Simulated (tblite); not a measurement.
Species: C3F6O.
SMILES: `C(C(F)(F)F)(=O)C(F)(F)F`

Level: GFN2-xTB in tblite, geometry and Hessian alike; calculated harmonic values, unscaled, isolated species. Against measured fundamentals such values can be off by several per cent, at times by over 20.

Harmonic wavenumbers (cm⁻¹): 34.6, 39.6, 118.9, 160.5, 229.8, 231.6, 293.5, 343.8, 430.6, 443.4, 467.9, 470.6, 571.4, 639.8, 709.4, 728.6, 913.0, 1057.5, 1095.6, 1105.7, 1116.6, 1143.9, 1149.7, 1851.5.

A = 2173, B = 1048, C = 938.9 MHz; mass 165.985 u (most abundant isotopes); point group C2, symmetry number 2.

Zero-point energy?

Half the sum of the wavenumbers: 7674 cm⁻¹ = 21.94 kcal/mol.

Give the ideal-gas entropy at 400 K and 1 bar in the rigid-rotor, harmonic-oscillator model (classical rotation).

Translation 42.71, rotation 28.90, vibration 36.37: S = 108.0 cal/(mol K).

And Cp and H(400 K) − H(0)?

Cp = 39.20 cal/(mol K), of which vibrations give 31.25 (their classical limit is 24 R = 47.7); H(400 K) − H(0) = 10.27 kcal/mol without the zero-point energy, 7.09 from vibrations.

Blend soft modes into free rotors: weight 1/[1 + (100 cm⁻¹/ν̃)⁴] for the oscillator and the rest for a rotor with moment μB/(μ + B), μ = h/(8π²ν), B = 10⁻⁴⁴ kg m². What vibrational entropy results?

32.43 cal/(mol K) in place of 36.37, which changes −T·S at 400 K by +1.58 kcal/mol.

What must be added to the electronic energy to get the Gibbs energy at 400 K and 1 bar?

ZPE + [H(400 K) − H(0)] − T·S = 21.94 + 10.27 − 43.19 = -10.98 kcal/mol.

Hindered rotation and anharmonicity are outside this model. The structure is chiral; the term R ln 2 for an equal mix with its mirror image is left out.

Hardware: one thread, Arm Neoverse V1, on a shared host. This covers the Hessian and the dipole derivatives.

Shape of the structure used: `[O:1]=[C:2]([C:3]([F:4])([F:5])[F:6])[C:7]([F:8])([F:9])[F:10]`: O1–C2–C3–F4 -19°, O1–C2–C7–F8 100°.
